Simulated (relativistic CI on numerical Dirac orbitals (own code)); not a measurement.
Os2+: N6,7 absorption edge

Computed with this model: Dirac-Coulomb-Breit CI, KLI orbitals optimised for each configuration, QED by a radiative potential, valence Slater integrals scaled by 0.9, multiplet model of core-to-valence dipole absorption; configurations [Xe] 4f14 5d6 → [Xe] 4f13 5d7; 300 K; Lorentzian 0.18 eV and Gaussian 0.3 eV FWHM. Energies are those of the free ion, without screening or charge transfer. The branching ratio is the share of the lower-energy edge in the whole absorption, uncertain by about 0.02 where the edges overlap. S is read from ⟨S²⟩ = S(S + 1).

Field parameters in Wybourne normalisation: Oh B⁴₀ = 21Dq, B⁴₄ = √(5/14) B⁴₀. The field is a parameter set, without covalency.

free ion: ground-state S = 1.91, centroid 50.10 eV. Peaks (eV, height): 49.3 (91), 49.7 (100), 51.7 (45).

Oh, 10Dq = 5500 cm⁻¹: ground-state S = 1.93, centroid 50.21 eV. Peaks (eV, height): 49.3 (91), 49.8 (100), 51.8 (45).

Strongest unbroadened transitions for free ion:

| Energy (eV) | Relative strength |
| --- | --- |
| 48.85 | 18.7 |
| 49.27 | 65.0 |
| 49.33 | 28.7 |
| 49.69 | 100.0 |
| 49.73 | 3.1 |
| 50.02 | 6.2 |
| 50.07 | 18.2 |
| 50.15 | 7.3 |
| 50.40 | 10.6 |
| 50.79 | 3.7 |
| 51.63 | 5.0 |
| 51.68 | 27.0 |
| 51.70 | 12.0 |
| 51.74 | 4.3 |
| 51.86 | 4.1 |
| 51.89 | 4.0 |
| 52.23 | 4.5 |
| 52.71 | 2.6 |
